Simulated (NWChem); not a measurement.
Species: AlSiH$_{3}$Cl$_{2}$; SMILES [SiH3][Al]([Cl])[Cl]

Results from NWChem. Medium grid unless said otherwise, to which SCAN and Minnesota functionals are sensitive. Geometry: optimised at B3LYP/6-31G* (spherical d). Hybrids' shares of exact exchange are those that their runs print; pure functionals count as 0. The functionals differ in more than this share.

```
row                                   share of exact exchange  highest occupied level (eV)
------------------------------------  -----------------------  ---------------------------
PBE/def2-SVP                                             0.00                        -7.15
LDA (Slater exchange, PW92)/def2-SVP                     0.00                        -7.22
B3LYP/def2-SVP                                           0.20                        -8.06
PBE0/def2-SVP                                            0.25                        -8.34
M06-2X/def2-SVP                                          0.54                     withheld
```

Fit a straight line of the last column on the one before it, predict the withheld value, and compare with the run.


1. Means of the 4 shown rows: x = 0.113, y = -7.692. Slope Σ(x − x̄)(y − ȳ)/Σ(x − x̄)² = -0.2354/0.05188 = -4.537; intercept -7.182.
2. The shown rows scatter about the line by 0.031 (root mean square); the largest residual is -0.04, at LDA (Slater exchange, PW92)/def2-SVP.
3. At x = 0.54 (M06-2X/def2-SVP; beyond the shown range) the line gives -9.63.
4. The run gives -9.37, +0.26 from the line, 8.3 times the scatter.
